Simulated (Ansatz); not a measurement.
Reaction (isomerisation): `F[Si](Cl)(Cl)O[SiH3]` → `F[SiH](Cl)O[SiH2]Cl`

Calculated with Ansatz (gas phase, PBE0-D4/def2-TZVP geometries, no zero-point term in ΔE). CBS: MP2 limit from def2 TZ/QZ plus the TZ coupled-cluster correction, frozen cores. DFT in def2-TZVPP. Each species was taken in one conformer, which may not be the lowest.

(1) Is it downhill or uphill in electronic energy at CCSD(T)/CBS, and by how much? (An estimate is asked.)

(2) What do these levels give: BLYP-D4, r2SCAN-D4, PBE0-D4, PBE-QIDH, PBE, r2SCAN, PBE0, CAM-B3LYP, MP2/def2-SVP, HF/def2-TZVPP, MP2/def2-TZVPP, HF/CBS(def2)? (Estimate.)

Largest T1 diagnostic among the species: 0.011.

Results:

(1) Computed: Downhill: ΔE = -12.2 kJ/mol.

(2) Computed: BLYP-D4 -10.9, r2SCAN-D4 -10.1, PBE0-D4 -10.3, PBE-QIDH -10.9, PBE -12.1, r2SCAN -10.3, PBE0 -11.5, CAM-B3LYP -12.1, MP2/def2-SVP -9.2, HF/def2-TZVPP -13.1, MP2/def2-TZVPP -11.3, HF/CBS(def2) -13.4 kJ/mol.

Leaving LDA and LC-ωPBE aside and taking each functional with its dispersion term where it has one, the values, not all of them listed here, spread over 5.0 kJ/mol, from B2PLYP to B97M-V.
